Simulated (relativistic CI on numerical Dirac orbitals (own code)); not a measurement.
Transition arrays of Sn XXIII

Calculated at this level of theory: Dirac-Coulomb-Breit CI, KLI orbitals optimised for each configuration, QED by a radiative potential, valence Slater integrals scaled by 0.9, whole transition arrays (own radial code, finite nucleus).

CI space (outside the closed core [Ar]): 3d¹⁰, 3d⁹4f, 3d⁹4p, 3d⁹5f. Levels of other configurations are missing.

All E1 lines from the levels of 3d¹⁰; mean and standard deviation are weighted by gf, and upper levels are sorted by their leading configuration.

| Upper configuration | Lines | Σgf | Mean (eV) | Mean (nm) | σ (eV) | Strongest line (nm) |
| --- | --- | --- | --- | --- | --- | --- |
| 3d⁹4f | 3 | 5.6 | 673.94 | 1.840 | 4.23 | 1.837 |
| 3d⁹4p | 3 | 0.5 | 504.25 | 2.459 | 2.89 | 2.462 |
| 3d⁹5f | 3 | 2.6 | 838.56 | 1.479 | 4.28 | 1.475 |

Σgf per state of the lower configuration in bins of 0.05 nm over the central range (centre: value): 1.475: 2.56, 1.825: 5.25, 1.875: 0.37, 2.425: 0.06, 2.475: 0.43.

Q: How do configuration mixing and the scaling of the Slater integrals move the arrays?

A: Slater scale 0.9, no configuration mixing: 3d⁹4f 675.0 ± 4.2 eV (Σgf 6.3), 3d⁹4p 504.3 ± 2.9 eV (Σgf 0.4), 3d⁹5f 837.4 ± 4.3 eV (Σgf 1.9); Slater scale 1: 3d⁹4f 675.7 ± 4.2 eV (Σgf 5.6), 3d⁹4p 504.5 ± 2.9 eV (Σgf 0.5), 3d⁹5f 839.4 ± 4.3 eV (Σgf 2.6); Slater scale 0.8: 3d⁹4f 672.1 ± 4.2 eV (Σgf 5.6), 3d⁹4p 504.0 ± 2.9 eV (Σgf 0.5), 3d⁹5f 837.7 ± 4.3 eV (Σgf 2.6). With mixing, levels are counted to their leading configuration, so an array can shrink or vanish into another, and the sums then hold other lines.
